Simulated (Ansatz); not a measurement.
System: SF4, charge 0, singlet. SF4 (tetrafluoro-λ4-sulfane, SMILES FS(F)(F)F).
B3LYP-D3(BJ)/def2-TZVP minimum from Ansatz (an electronic-structure program):
```xyz
5

F      0.5819     1.5844    -0.0193
S     -0.2940     0.1727    -0.1656
F     -1.0147    -1.3301    -0.2245
F     -0.0185    -0.0852     1.3537
F      0.9739    -0.4761    -0.8154
```

Total energies in cc-pV(D+d)Z, 34 correlated electrons, 9 frozen orbitals. UHF or UKS for unpaired electrons; spin-orbit terms are left out. Correlated methods leave the cores frozen. No relativity.

```tsv
method	program	energy (Eh)	minus CCSDT(Q) (mEh)
HF	Ansatz	-795.17982	943.66
MP2	Ansatz	-796.09071	32.77
CCSD	Ansatz	-796.09942	24.06
CCSD(T)	Ansatz	-796.11996	3.52
CCSDT(Q)	Ansatz	-796.12348	0.00
```

Rough core times of Ansatz's runs on a shared machine: CCSD(T) under 20 s, CCSDT(Q) 20 min.
